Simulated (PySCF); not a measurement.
## Telling isomers of C₅H₁₂O₂Si apart by NMR

Gas phase, non-relativistic Hamiltonian, a single conformation, rapidly exchanging positions averaged. NMR shieldings at PBE0/pcSseg-1/GIAO; GFN2-xTB geometry; PySCF.

δ = σ(ref) − σ, references computed at the same level: TMS for ¹H (σ = 31.72 ppm), ¹³C (σ = 186.93 ppm). Where no couplings were computed, multiplicities follow the n + 1 count of equivalent neighbours, and m marks all less simple cases (inequivalent or close neighbours, rings, F or P nearby). Shifts are as computed. Against solution values, carbons near 30 ppm lie about +3 ppm off and those near 130 ppm about +5 ppm. Of 1309 compounds with measured shifts, 239 miss one by over three times the rms of a fit or turn the order of signals round; such compounds aren't used in these exercises. OH and NH positions are gas-phase values without hydrogen bonding to other molecules.

(1) Tabulate the signals of `O[SiH2][C@H]1CCCOC1`, `C/C=C\[SiH](OC)OC`, `CO[C@H]1C[Si@H](OC)C1`, `CC(C)O[Si@H](C)C=O` and their relative energies.

(2) What is the quickest way to tell CO[C@H]1C[Si@H](OC)C1 from CC(C)O[Si@H](C)C=O?

(3) What is the quickest way to tell O[SiH2][C@H]1CCCOC1 from CC(C)O[Si@H](C)C=O?

(4) What is the quickest way to tell C/C=C\[SiH](OC)OC from CC(C)O[Si@H](C)C=O?

## Answers

(1) 
```tsv
SMILES	carbon types	δC	δH	E rel. (kcal/mol)
O[SiH2][C@H]1CCCOC1	1×CH 4×CH2	74.4, 72.8, 31.0, 28.3, 26.6	5.25 (m, 1H), 5.06 (m, 1H), 4.47 (m, 1H), 4.24 (m, 1H), 3.86 (m, 1H), 3.61 (m, 1H), 3.30 (br s, 1H), 2.09 (m, 1H), 2.02 (m, 1H), 1.79 (m, 1H), 1.31 (m, 1H), 0.59 (m, 1H)	1.3
C/C=C\[SiH](OC)OC	2×CH 3×CH3	158.4, 131.7, 51.9, 23.7	6.82 (m, 1H), 5.59 (m, 1H), 4.86 (d, 1H), 3.88 (s, 6H), 1.98 (d, 3H)	0.0
CO[C@H]1C[Si@H](OC)C1	1×CH 2×CH2 2×CH3	76.0, 57.8, 54.0, 29.4	5.54 (m, 1H), 3.87 (s, 3H), 3.85 (m, 1H), 3.33 (s, 3H), 1.79 (m, 2H), 1.50 (m, 2H)	28.7
CC(C)O[Si@H](C)C=O	2×CH 3×CH3	254.8, 70.9, 28.0, 27.9, 0.4	12.30 (d, 1H), 4.75 (m, 1H), 4.26 (m, 1H), 1.43 (d, 3H), 1.28 (d, 3H), 0.23 (d, 3H)	10.1
```

Energies are electronic energies at PBE0/pcSseg-1 on these geometries, without zero-point or thermal terms, each for the one conformer computed, which needn't be the lowest.

(2) Count the carbon signals: 4 against 5. The first has an sp3 CH2 bonded to Si at 29.4 ppm, the second a carbonyl carbon (CH) at 254.8 ppm. Their most deshielded carbons lie at 76.0 and 254.8 ppm. In the proton spectra the most deshielded non-exchanging signals are 5.54 (m, 1H) and 12.30 (d, 1H).

(3) Both give the same number of carbon signals, but DEPT or the intensities differ. The first has an sp3 CH2 bonded to O at 74.4 ppm, the second a carbonyl carbon (CH) at 254.8 ppm. In the proton spectra the most deshielded non-exchanging signals are 5.25 (m, 1H) and 12.30 (d, 1H).

(4) Count the carbon signals: 4 against 5. The first has an alkene CH at 158.4 ppm, the second a carbonyl carbon (CH) at 254.8 ppm. In the proton spectra the most deshielded non-exchanging signals are 6.82 (m, 1H) and 12.30 (d, 1H).
